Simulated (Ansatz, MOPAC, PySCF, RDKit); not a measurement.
Complex: C2H2 (SMILES C#C) (first 4 atoms) with H2S (SMILES S); geometry from B3LYP-D3(BJ)/def2-TZVP, rigid monomers moved along the line of their centres of mass till C2···H7 is 4.74 Å.
(charge 0, multiplicity 1):
```tsv
atom	x (Å)	y (Å)	z (Å)
C	-0.5123	0.7521	0.1693
C	-0.5379	-0.4381	0.0418
H	-0.4887	1.8089	0.2820
H	-0.5590	-1.4951	-0.0700
S	1.7794	-0.6237	5.6460
H	0.5257	-0.6391	6.1258
H	1.3573	-0.4262	4.3850
```

Interaction energies are E(AB) − E(A) − E(B) at the monomers' geometry in the complex; basis-set methods are counterpoise corrected. Rows marked so take none.

Correlated levels freeze the cores. CBS: X⁻³ extrapolation of the correlation energy, Hartree–Fock from the larger set. Rows in 6-31G* carry no dispersion term and start afresh at each structure (6-31G* with six Cartesian d functions). MP2/6-31G* freezes PySCF's default core. The state that AM1 reach isn't checked.

Programs: Ansatz (a first-principles code) with Gaussian orbitals; MOPAC for AM1 (differences of heats of formation); PySCF for 6-31G* rows; RDKit for the force fields. 

```
level                                          interaction energy (meV)
---------------------------------------------  ------------------------
MMFF94                                                             -7.7
AM1                                                                -4.9
HF/6-31G*                                                          -9.2
HF/6-31G* (no counterpoise)                                        -9.7
MP2/6-31G*                                                        -10.2
MP2/aug-cc-pV(T+d)Z                                                   …
CCSD/aug-cc-pV(D+d)Z                                                  …
CCSD(T)/aug-cc-pV(T+d)Z                                           -11.9
CCSD(T)/CBS(aug-cc-pV(D+d)Z, aug-cc-pV(T+d)Z)                     -12.1
```

Question: Fill in the missing entries.

Answer: 
- MP2/aug-cc-pV(T+d)Z, interaction energy (meV): -12.7
- CCSD/aug-cc-pV(D+d)Z, interaction energy (meV): -11.1
